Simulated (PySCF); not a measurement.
Radial density of Si (silicon, neutral)

UHF, [Ne] 3s2 3p2, high-spin 3P determinant. Calculation: PySCF 2.14, in aug-cc-pVQZ-DK; the spin-free X2C one-electron Hamiltonian (Gaussian nucleus).

```json
{"r (bohr)": "0.00179", "4πr²ρ (e/bohr)": "0.07927", "4πr²(ρα − ρβ)": "0.0000"}
{"r (bohr)": "0.00301", "4πr²ρ (e/bohr)": "0.2084", "4πr²(ρα − ρβ)": "0.0000"}
{"r (bohr)": "0.00506", "4πr²ρ (e/bohr)": "0.5388", "4πr²(ρα − ρβ)": "0.0000"}
{"r (bohr)": "0.00851", "4πr²ρ (e/bohr)": "1.347", "4πr²(ρα − ρβ)": "-0.0001"}
{"r (bohr)": "0.0143", "4πr²ρ (e/bohr)": "3.172", "4πr²(ρα − ρβ)": "-0.0002"}
{"r (bohr)": "0.0241", "4πr²ρ (e/bohr)": "6.731", "4πr²(ρα − ρβ)": "-0.0003"}
{"r (bohr)": "0.0405", "4πr²ρ (e/bohr)": "11.95", "4πr²(ρα − ρβ)": "0.0003"}
{"r (bohr)": "0.0682", "4πr²ρ (e/bohr)": "15.77", "4πr²(ρα − ρβ)": "0.0050"}
{"r (bohr)": "0.115", "4πr²ρ (e/bohr)": "13.47", "4πr²(ρα − ρβ)": "0.0253"}
{"r (bohr)": "0.193", "4πr²ρ (e/bohr)": "9.612", "4πr²(ρα − ρβ)": "0.0774"}
{"r (bohr)": "0.324", "4πr²ρ (e/bohr)": "13.29", "4πr²(ρα − ρβ)": "0.1231"}
{"r (bohr)": "0.546", "4πr²ρ (e/bohr)": "12.17", "4πr²(ρα − ρβ)": "0.0444"}
{"r (bohr)": "0.918", "4πr²ρ (e/bohr)": "3.521", "4πr²(ρα − ρβ)": "0.0491"}
{"r (bohr)": "1.54", "4πr²ρ (e/bohr)": "1.722", "4πr²(ρα − ρβ)": "0.5725"}
{"r (bohr)": "2.60", "4πr²ρ (e/bohr)": "1.413", "4πr²(ρα − ρβ)": "0.7425"}
{"r (bohr)": "4.37", "4πr²ρ (e/bohr)": "0.2679", "4πr²(ρα − ρβ)": "0.1953"}
{"r (bohr)": "7.34", "4πr²ρ (e/bohr)": "0.008261", "4πr²(ρα − ρβ)": "0.0076"}
```

Densities and radii are taken from the X2C orbitals without a picture-change correction, which distorts them close to the nucleus.
